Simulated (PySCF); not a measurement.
# Fractional electron number in Tc⁺ (technetium, charge +1)

The 5s alpha orbital of [Kr] 4d5 5s1 is emptied in steps (occupation f), with all orbitals relaxed, ending at [Kr] 4d5. Calculation: PySCF 2.14, in aug-cc-pVDZ-PP with ECP28MDF (5s5p4d2f, 54 functions); a scalar-relativistic core potential. The exact energy is a straight line in f; departures are measured from the line between the end points of the same method.

| f | PBE0 (eV) | r2SCAN (eV) | LC-wPBE (eV) |
| --- | --- | --- | --- |
| 1 | 0.000 | 0.000 | 0.000 |
| 0.75 | -0.465 | -0.575 | -0.018 |
| 0.5 | -0.622 | -0.770 | -0.025 |
| 0.25 | -0.468 | -0.581 | -0.020 |
| 0 | 0.000 | 0.000 | 0.000 |

For LC-wPBE, how does the orbital energy at f = 1 compare with the removal energy?

−ε = 14.922 eV against a total-energy difference of 15.022 eV. By Janak's theorem ε = ∂E/∂f, so the gap between them reflects the curvature. Along the path −ε is 14.971 (f = 0.75), 15.017 (f = 0.5), 15.069 (f = 0.25) eV.

```json
{"method": "PBE0", "E(f=0) − E(f=1) (eV)": "15.339", "−ε at f=1 (eV)": "12.868", "−ε at f=0.5 (eV)": "15.330"}
{"method": "r2SCAN", "E(f=0) − E(f=1) (eV)": "15.582", "−ε at f=1 (eV)": "12.513", "−ε at f=0.5 (eV)": "15.564"}
{"method": "LC-wPBE", "E(f=0) − E(f=1) (eV)": "15.022", "−ε at f=1 (eV)": "14.922", "−ε at f=0.5 (eV)": "15.017"}
```

Reference removal energy between the ground levels: 15.26 eV (semi-empirical (NIST evaluation); NIST Atomic Spectra Database, ionization energies).
